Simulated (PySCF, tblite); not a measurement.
Species: C5H6FS (doublet state).
Bonds: C1–C2 (double), C2–C3, C3–C4, C4–S5 (double), C3–C6, C6–F7. Hydrogens: H8, H9 on C1; H10 on C2; H11 on C4; H12, H13 on C6.

Jobs on this species (13 atoms, 61 electrons) with PySCF (density fitting) and tblite. Hardware of each: one thread of an Arm Neoverse N1, no GPU (shared host). Times come from a shared host and carry two figures at best.

```tsv
level and settings	work	basis functions	SCF cycles	wall time
UKS B3LYP, pcH-1 on C F H S, non-relativistic, mean-field spin-orbit, GIAO	unrestricted SCF, g, hyperfine, density and orbital grids written	245	?	?
GFN2-xTB	L-BFGS relaxation	–	–	1.0 s
GFN2-xTB	Hessian by finite differences	–	–	0.61 s
```

Fill in the missing figures.

- UKS B3LYP, pcH-1 on C F H S, non-relativistic, mean-field spin-orbit, GIAO; unrestricted SCF, g, hyperfine, density and orbital grids written: 82 s, 15 SCF cycles

What do all jobs in the table cost together?

About 84 s; the longest takes about 98 % of that, and about 130 times as long as the shortest.
